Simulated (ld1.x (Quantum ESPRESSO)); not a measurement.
## Transferability test, TM potential for Ca

calcium, norm-conserving Troullier–Martins (Kleinman–Bylander form), made with ld1.x (Quantum ESPRESSO) 7.5 (LDA (PZ), scalar-relativistic). Core [Ar], reference 3d0 4s2 4p0. Waves: 4s (bound): rc 3.35 bohr; 4p (bound, empty): rc 4.20 bohr; 3d (bound, empty): rc 1.60 bohr. Local part: the d channel. Core correction: a·sin(br)/r model core inside 1.35 bohr.

Energies are relative to the spin-unpolarised reference configuration 3d0 4s2 4p0; without spin polarisation the order of configurations can differ from experiment. Spin-polarised rows fill each open shell by Hund’s rule, majority spin first. Not all tests gave a result: 1 of 9 tests not solved or not reliable. Left out of the table: 3d0 4s0 4p1 (solver errors, printed error -2.3 eV).

| valence configuration | charge | ΔE all-electron (eV) | error AE − PS (meV) |
| --- | --- | --- | --- |
| 3d0 4s1 4p0 | +1 | 6.463 | -0.1 |
| 3d0 4s1.5 4p0 | +0.5 | 2.567 | +0.4 |
| 3d1 4s0 4p0 | +1 | 7.799 | -231 |
| 3d0 4s0 4p2 | 0 | 5.117 | -21 |
| 3d0 4s1 4p0 (spin-polarised) | +1 | 6.255 | -3.8 |
| 3d0 4s1.5 4p0 (spin-polarised) | +0.5 | 2.528 | +0.2 |

What are ΔE and the potential's error for 3d0.5 4s1.5 4p0?

ΔE = 1.022 eV all-electron; the error (AE − PS) is -48 meV.

What are ΔE and the potential's error for 3d0 4s1 4p1?

ΔE = 2.491 eV all-electron; the error (AE − PS) is -4.2 meV.

Levels in the configuration 3d0 4s1.5 4p0:

| level | all-electron (eV) | pseudo (eV) |
| --- | --- | --- |
| 4s | -6.434 | -6.432 |

Note: ghost states, extra bound levels that the all-electron valence spectrum of the same l lacks: s at -149.6 eV, p at -60.6 eV. A true bound ghost makes a file unfit for plane-wave use.
